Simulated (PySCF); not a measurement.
**Relaxation of quintet AuS₂⁺**

Method: PySCF, UPBE0, basis Au def2-SVP with ECP60, S def2-SVP (scalar-relativistic core potentials, no spin–orbit coupling, density fitting). A (50,194) grid was used.

A hand-made linear start, of D∞h symmetry, held to at least that symmetry:

Coordinates in bohr (charge 1 multiplicity 5):
```
Au    0.0000    0.0000    0.0000
S     0.0000    0.0000    3.9817
S     0.0000    0.0000   -3.9817
```

At each step, columns x, y, z (Å) and Fx, Fy, Fz (eV/Å):

```
step 0  E − E(last) = 76.13 kJ/mol
Au   0.000   0.000   0.000   0.000   0.000   0.000
S    0.000   0.000   2.107   0.000   0.000   4.570
S    0.000   0.000  -2.107   0.000   0.000  -4.570
step 1  E − E(last) = 3.56 kJ/mol
Au   0.000   0.000   0.000   0.000   0.000   0.000
S    0.000   0.000   2.262   0.000   0.000   0.755
S    0.000   0.000  -2.262   0.000   0.000  -0.755
step 2  E − E(last) = 0.57 kJ/mol
Au   0.000   0.000   0.000   0.000   0.000   0.000
S    0.000   0.000   2.293   0.000   0.000   0.283
S    0.000   0.000  -2.293   0.000   0.000  -0.283
step 3  E − E(last) = 0.01 kJ/mol
Au   0.000   0.000   0.000   0.000   0.000   0.000
S    0.000   0.000   2.311   0.000   0.000   0.034
S    0.000   0.000  -2.311   0.000   0.000  -0.034
step 4  E − E(last) = 0.00 kJ/mol
Au   0.000   0.000   0.000   0.000   0.000   0.000
S    0.000   0.000   2.314   0.000   0.000   0.002
S    0.000   0.000  -2.314   0.000   0.000  -0.002
```

It ends at D∞h with Au–S 2.314 Å (×2); S–Au–S 180.0°. A frequency run shows a minimum. Other isomers or separated fragments may lie lower.

Open d and f shells are described by one determinant, and the ground state may have another occupation or spin. No spin–orbit coupling is included, which matters more the heavier the element.
